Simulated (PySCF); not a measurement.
Compound: C₄H₈OSi.
Atom-mapped SMILES: `[SiH3:1][O:2][C:3]1=[CH:4][CH2:5][CH2:6]1` (hydrogens: H7, H8, H9 on Si1; H10 on C4; H11, H12 on C5; H13, H14 on C6)

Level of theory: PBE0-D3(BJ)/def2-SVP geometry optimisation, gas phase (PySCF).

**Question.** List the bond lengths, angles and torsions at this level.

**Answer.** 
| bond | length (pm) | order |
| --- | --- | --- |
| Si1–O2 | 168.7 | single |
| O2–C3 | 133.8 | single |
| C3=C4 | 134.7 | double |
| C4–C5 | 151.4 | single |
| C5–C6 | 156.0 | single |
| C3–C6 | 149.9 | single |
| Si1–H7, Si1–H8, Si1–H9 | 149.0 | single |
| C4–H10 | 109.2 | single |
| C5–H11, C5–H12 | 110.3 | single |
| C6–H13, C6–H14 | 110.2 | single |

Bonds in one row agree within 1 pm and their mean is given. Orders are formal, as drawn. A selection of angles:
| angle | degrees |
| --- | --- |
| O2–Si1–H7 | 109.9 |
| O2–Si1–H9 | 105.5 |
| H7–Si1–H8 | 109.4 |
| H7–Si1–H9 | 111.0 |
| Si1–O2–C3 | 123.4 |
| O2–C3–C4 | 136.5 |
| O2–C3–C6 | 127.6 |
| C4–C3–C6 | 95.9 |
| C3–C4–C5 | 92.2 |
| C3–C4–H10 | 134.8 |
| C5–C4–H10 | 133.0 |
| C4–C5–C6 | 87.0 |
| C4–C5–H11 | 115.9 |
| C6–C5–H11 | 114.2 |
| H11–C5–H12 | 108.6 |
| C5–C6–H13 | 115.3 |
| C3–C6–C5 | 84.9 |
| C3–C6–H13 | 115.5 |
| H13–C6–H14 | 109.0 |

Torsions: Si1–O2–C3–C4 1° (synperiplanar); O2–C3–C4–C5 180° (antiperiplanar); C3–C4–C5–C6 0° (synperiplanar); C4–C5–C6–C3 0° (synperiplanar); O2–C3–C6–C5 180° (antiperiplanar).

Of the pairs four or more bonds apart, Si1···H10 is among the closest relative to their van der Waals radii: 3.33 Å, 101 % of the sum of Bondi's values. The 6 heavy atoms lie in one plane (0.007 Å rms). The 4-membered ring C3–C4–C5–C6 has internal angles of 84.9° to 95.9° (sum 360°, against 360° for a flat polygon); it is planar, 0.00 Å rms from its mean plane, widest ring torsion 0°. Si1 (oxygen-bound silicon) is distorted tetrahedral (angles from 105.5° to 111.0°). The 4 C–C bonds span 1.347 Å (C3=C4, drawn double) to 1.560 Å (C5–C6, drawn single), a spread of 0.213 Å. O2 (silyl ether oxygen) is bent (angle 123.4°).

Point group: Cs (tolerance 0.08 Å). No PBE0-D3(BJ)/def2-SVP frequencies stand behind this structure, so it isn't proved a minimum. One conformer, not necessarily the lowest.

Hardware: one thread, Arm Neoverse N1 (aarch64) (shared host). Cost: 64 s, 0.50 GiB resident at most. This is the geometry optimisation.
